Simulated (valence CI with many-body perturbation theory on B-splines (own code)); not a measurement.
## E1 transitions of I⁴⁷⁺

Calculated by configuration interaction combined with many-body perturbation theory (CI+MBPT): four valence electrons over a frozen Dirac-Fock core [He], a basis of 11 s, 11 p, 10 d, 8 f, 5 g, 2 h functions for each j, with the one-electron correlation potential Σ1 (screened to all orders), the two-electron term Σ2, the three-electron term Σ3, Breit, model QED; selected single and double excitations, second order for the rest, scaled by the run's own slope (own B-spline code, finite nucleus).

The last digits are not significant, and no measured levels were compared; by estimate large intervals hold to a few tenths of a per cent, small ones and those within an open d or f shell to about a per cent. Among the levels kept, up to 870 cm⁻¹ of a level comes from second order outside the variational space, and about a tenth of that is noise between levels of different J, which matters for small intervals.

Lines 51 to 100 of 543 in falling wavelength, among levels below 6069.9 eV, chosen from the strongest by gf and those to the six lowest levels. Wavelengths and rates use the calculated energies. Electric multipoles are in the length gauge, E1 and E2 with the static RPA response of the core. Weak lines are less certain than strong ones. Lines between different terms over intervals too small for the method are left out, as are lines whose strength nearly cancels. The highest levels of a list are the least certain.

Levels are named by their leading jj configuration (3d3/2^4 stands for four electrons in 3d with j = 3/2), which in mixed levels can hold well under half, so a name can repeat and another be missing. Letters in brackets count levels of one name in rising energy.

| λ vac (nm) | Upper | Lower | A (s⁻¹) | log gf | Branch % |
| --- | --- | --- | --- | --- | --- |
| 8.857 | (2p1/2^2 2p3/2 3p3/2) J=3 | (2p1/2^2 2p3/2 3s) J=2 | 6.82e+10 | -0.25 | 0.1 |
| 8.838 | (2s 2p1/2 2p3/2 3p3/2) J=3 [b] | (2s^2 2p3/2 3p3/2) J=2 | 2.37e+10 | -0.71 | 0.0 |
| 8.805 | (2p1/2^2 2p3/2 3d3/2) J=2 | (2p1/2^2 2p3/2 3p1/2) J=1 | 2.38e+10 | -0.86 | 0.1 |
| 8.787 | (2s 2p1/2^2 3d3/2) J=2 | (2s^2 2p1/2 3d3/2) J=1 | 2.75e+10 | -0.80 | 0.0 |
| 8.766 | (2s 2p1/2^2 3p3/2) J=1 | (2s 2p1/2^2 3s) J=0 | 3.91e+10 | -0.87 | 0.0 |
| 8.751 | (2s 2p1/2 2p3/2 3d3/2) J=1 [b] | (2s 2p1/2 2p3/2 3p1/2) J=2 [b] | 3.01e+10 | -0.98 | 0.0 |
| 8.749 | (2s 2p3/2^2 3p3/2) J=1 [a] | (2s 2p3/2^2 3s) J=2 [a] | 4.44e+10 | -0.82 | 0.0 |
| 8.716 | (2s 2p1/2 2p3/2 3p3/2) J=2 [c] | (2s 2p1/2 2p3/2 3s) J=1 [c] | 2.19e+10 | -0.90 | 0.0 |
| 8.695 | (2s 2p3/2^2 3d3/2) J=3 [a] | (2s 2p3/2^2 3p1/2) J=3 | 1.93e+10 | -0.82 | 0.0 |
| 8.687 | (2s 2p1/2 2p3/2 3d3/2) J=2 [a] | (2s 2p1/2 2p3/2 3p1/2) J=2 [a] | 1.98e+10 | -0.95 | 0.0 |
| 8.686 | (2p1/2^2 2p3/2 3d3/2) J=3 | (2p1/2^2 2p3/2 3p1/2) J=2 | 4.34e+10 | -0.46 | 0.9 |
| 8.651 | (2s^2 2p3/2 3p3/2) J=1 | (2s^2 2p3/2 3s) J=1 | 3.85e+10 | -0.89 | 0.7 |
| 8.634 | (2s^2 2p3/2 3d3/2) J=2 | (2s^2 2p3/2 3p1/2) J=2 | 1.69e+10 | -1.02 | 0.0 |
| 8.622 | (2p1/2 2p3/2^2 3p3/2) J=3 [a] | (2p1/2 2p3/2^2 3s) J=2 [a] | 6.28e+10 | -0.31 | 0.1 |
| 8.582 | (2p1/2 2p3/2^2 3d3/2) J=2 [a] | (2p1/2 2p3/2^2 3p1/2) J=2 [a] | 2.35e+10 | -0.89 | 0.1 |
| 8.540 | (2s 2p3/2^2 3d3/2) J=2 [a] | (2s 2p3/2^2 3p1/2) J=2 [a] | 3.10e+10 | -0.77 | 0.0 |
| 8.521 | (2p1/2 2p3/2^2 3p3/2) J=2 [a] | (2p1/2 2p3/2^2 3s) J=2 [a] | 3.22e+10 | -0.76 | 0.0 |
| 8.493 | (2s 2p3/2^2 3d3/2) J=3 [a] | (2s 2p3/2^2 3p1/2) J=2 [a] | 1.78e+10 | -0.87 | 0.0 |
| 8.480 | (2s^2 2p3/2 3d3/2) J=2 | (2s^2 2p3/2 3p1/2) J=1 | 1.96e+10 | -0.98 | 0.0 |
| 8.471 | (2s 2p1/2 2p3/2 3p3/2) J=3 [c] | (2s 2p1/2 2p3/2 3s) J=2 [c] | 6.45e+10 | -0.31 | 0.1 |
| 8.454 | (2s 2p1/2 2p3/2 3p3/2) J=2 [b] | (2s 2p1/2 2p3/2 3s) J=2 [b] | 3.86e+10 | -0.68 | 0.0 |
| 8.447 | (2s 2p1/2^2 3d3/2) J=1 | (2s 2p1/2^2 3p1/2) J=0 | 3.10e+10 | -1.00 | 0.1 |
| 8.445 | (2p1/2 2p3/2^2 3p3/2) J=2 [c] | (2p1/2 2p3/2^2 3s) J=1 [b] | 7.15e+10 | -0.42 | 0.1 |
| 8.425 | (2s 2p3/2^2 3d3/2) J=4 | (2s 2p3/2^2 3p1/2) J=3 | 3.51e+10 | -0.47 | 0.0 |
| 8.395 | (2s 2p3/2^2 3d3/2) J=1 [a] | (2s 2p3/2^2 3p1/2) J=2 [a] | 3.91e+10 | -0.91 | 0.0 |
| 8.375 | (2s 2p1/2^2 3p3/2) J=2 | (2s 2p1/2^2 3s) J=1 | 5.33e+10 | -0.55 | 0.4 |
| 8.349 | (2p1/2 2p3/2^2 3d3/2) J=1 [a] | (2p1/2 2p3/2^2 3p1/2) J=1 [a] | 4.25e+10 | -0.88 | 0.1 |
| 8.321 | (2p1/2^2 2p3/2 3d3/2) J=1 | (2p1/2^2 2p3/2 3p1/2) J=1 | 3.70e+10 | -0.94 | 0.0 |
| 8.306 | (2s 2p1/2 2p3/2 3d3/2) J=3 [a] | (2s 2p1/2 2p3/2 3p1/2) J=2 [a] | 3.95e+10 | -0.54 | 0.0 |
| 8.305 | (2s 2p1/2 2p3/2 3d3/2) J=3 [c] | (2s 2p1/2 2p3/2 3p1/2) J=2 [c] | 4.69e+10 | -0.47 | 0.1 |
| 8.276 | (2p1/2 2p3/2^2 3d3/2) J=3 [a] | (2p1/2 2p3/2^2 3p1/2) J=2 [a] | 3.75e+10 | -0.57 | 0.0 |
| 8.276 | (2p1/2 2p3/2^2 3d3/2) J=2 [a] | (2p1/2 2p3/2^2 3p1/2) J=1 [a] | 2.23e+10 | -0.94 | 0.1 |
| 8.270 | (2s 2p3/2^2 3p3/2) J=3 [a] | (2s 2p3/2^2 3s) J=3 | 3.47e+10 | -0.60 | 0.1 |
| 8.260 | (2s 2p3/2^2 3p3/2) J=4 | (2s 2p3/2^2 3s) J=3 | 7.26e+10 | -0.18 | 14.3 |
| 8.258 | (2s 2p1/2 2p3/2 3p3/2) J=2 [a] | (2s 2p1/2 2p3/2 3s) J=1 [a] | 3.22e+10 | -0.78 | 0.0 |
| 8.204 | (2s 2p1/2 2p3/2 3d3/2) J=2 [a] | (2s 2p1/2 2p3/2 3p1/2) J=1 [a] | 2.47e+10 | -0.90 | 0.0 |
| 8.198 | (2s^2 2p1/2 3d3/2) J=2 | (2s^2 2p1/2 3p1/2) J=1 | 4.76e+10 | -0.62 | 0.1 |
| 8.164 | (2p1/2 2p3/2^2 3p3/2) J=1 [a] | (2p1/2 2p3/2^2 3s) J=1 [a] | 3.36e+10 | -1.00 | 0.0 |
| 8.148 | (2s 2p1/2 2p3/2 3d3/2) J=1 [a] | (2s 2p1/2 2p3/2 3p1/2) J=1 [a] | 4.09e+10 | -0.91 | 0.0 |
| 8.147 | (2s 2p3/2^2 3p3/2) J=2 [b] | (2s 2p3/2^2 3s) J=1 [a] | 5.40e+10 | -0.57 | 0.4 |
| 8.146 | (2p1/2 2p3/2^2 3d3/2) J=4 | (2p1/2 2p3/2^2 3p1/2) J=3 | 2.09e+10 | -0.73 | 1.1 |
| 8.143 | (2s 2p1/2 2p3/2 3d3/2) J=4 | (2s 2p1/2 2p3/2 3p1/2) J=3 | 2.79e+10 | -0.60 | 5.9 |
| 8.142 | (2s 2p1/2 2p3/2 3p3/2) J=3 [a] | (2s 2p1/2 2p3/2 3s) J=2 [a] | 7.20e+10 | -0.30 | 0.4 |
| 8.140 | (2s^2 2p3/2 3d3/2) J=3 | (2s^2 2p3/2 3p1/2) J=2 | 5.08e+10 | -0.45 | 0.0 |
| 8.137 | (2p1/2 2p3/2^2 3p3/2) J=1 [c] | (2p1/2 2p3/2^2 3s) J=0 | 5.23e+10 | -0.81 | 0.0 |
| 8.098 | (2p1/2^2 2p3/2 3p3/2) J=2 | (2p1/2^2 2p3/2 3s) J=1 | 3.53e+10 | -0.76 | 0.1 |
| 8.096 | (2s 2p3/2^2 3d3/2) J=3 [b] | (2s 2p3/2^2 3p1/2) J=2 [b] | 5.36e+10 | -0.43 | 0.0 |
| 8.005 | (2s^2 2p3/2 3d3/2) J=1 | (2s^2 2p3/2 3p1/2) J=1 | 3.63e+10 | -0.98 | 0.0 |
| 8.004 | (2p1/2^2 2p3/2 3p1/2) J=2 | (2s 2p1/2 2p3/2 3p1/2) J=1 [c] | 1.95e+10 | -1.03 | 0.0 |
| 7.971 | (2s 2p1/2 2p3/2 3d3/2) J=3 [b] | (2s 2p1/2 2p3/2 3p1/2) J=3 | 2.15e+10 | -0.84 | 0.0 |

(1) How does gf follow from A for the line at 8.096 nm?

Answers

(1) gf = 1.4992 × (2J+1)_upper × A / σ², with σ = 1235174 cm⁻¹ and 2J+1 = 7: gf = 0.369.
